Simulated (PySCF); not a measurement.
A structure optimised at TPSSh-D3(BJ)/def2-SVP, used in a PySCF frequency run:

```xyz
11

Al     0.3406    -0.1512    -0.1385
C      2.1275    -0.6705    -0.7698
H      2.0792    -1.6405    -1.2985
H      2.8500    -0.7870     0.0554
H      2.5382     0.0619    -1.4862
P     -0.2644    -0.4257     2.1065
H      0.2471    -1.7542     2.2107
H     -1.6100    -0.8237     1.8523
P     -1.0805     1.1045    -1.5124
H     -2.2800     0.4272    -1.1431
H     -0.8449     0.3221    -2.6828
```

Task: Write its SMILES and formula.

Result: [CH3][Al]([PH2])[PH2], CH₇AlP₂

Task: What are its rotational constants (standard atomic weights)?

Result: 3.4777, 1.8280, 1.2278 GHz
